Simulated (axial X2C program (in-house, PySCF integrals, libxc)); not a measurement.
# Working with the constants of Ga₂⁺

A bond curve at the CCSD(T) level, with spin–orbit coupling, was computed with an axial X2C code built on PySCF integrals (basis Ga dyall-cv3z [9s9p7d4f1g] (cores contracted in-house)) for the state Ω = 1/2 (⟨Sz⟩ = 0.50, ⟨Lz⟩ = 0.00 at HF). Its fit gives Re = 3.2455 Å, ωe = 99.6 cm⁻¹, ωexe = 0.287 cm⁻¹ and αe = 2.428e-04 cm⁻¹; the masses are 68.9256 and 68.9256 u. Two-component means X2C with spin–orbit coupling and atomic mean-field Coulomb and Gaunt terms.

Correlated methods: 5 electrons correlated (number of frozen shells: Ga 3 s, 2 p, 1 d), 323 virtual spin orbitals or spinors in MP2, 89 natural virtuals in coupled cluster.

Find the reduced mass, Be and the force constant.

From the CCSD(T) values: μ = 34.4628 u. Be = 16.8576/(μ Re²) = 0.04644 cm⁻¹. k = 5.8918×10⁻⁷ μ ωe² = 0.201 mdyn/Å.

Estimate De from a Morse curve and compare with the computed well depth of 1.288 eV to Ga+ + Ga.

De(Morse) = ωe²/(4ωexe) = 1.071 eV against 1.288 eV computed, a ratio of 0.83. The extrapolation falls short: long-range attraction (ionic or ion–induced dipole) or a change of character along the curve can cause this.

A Morse curve ties αe to the other constants (Pekeris). How well does that hold?

αe(Morse) = 6Be²/ωe × (√(ωexe/Be) − 1) = 1.931e-04 cm⁻¹; the CCSD(T) curve gives 2.428e-04 cm⁻¹, a ratio of 0.80.

Estimate the centrifugal constant by the Kratzer relation.

D = 4Be³/ωe² = 4.04e-08 cm⁻¹.

Where do the fundamental and the first overtone lie?

ν(1←0) = ωe − 2ωexe = 99.0 cm⁻¹; ν(2←0) = 2ωe − 6ωexe = 197.5 cm⁻¹.

One determinant describes the state; a PBE0 search over occupations chose it and may have missed a lower one. De is counted from the lowest determinant-based energies of the atoms at the same level, without counterpoise correction. Coupled cluster ran in a truncated set of natural virtual spinors; the MP2 energy of the rest was added. (T) has no such correction and the atoms are truncated less, which lowers De at CCSD(T) by a hundredth of an eV or more. With the outer-core shells frozen, correlated bond lengths of heavy atoms tend to come out a few hundredths of an ångström too long.
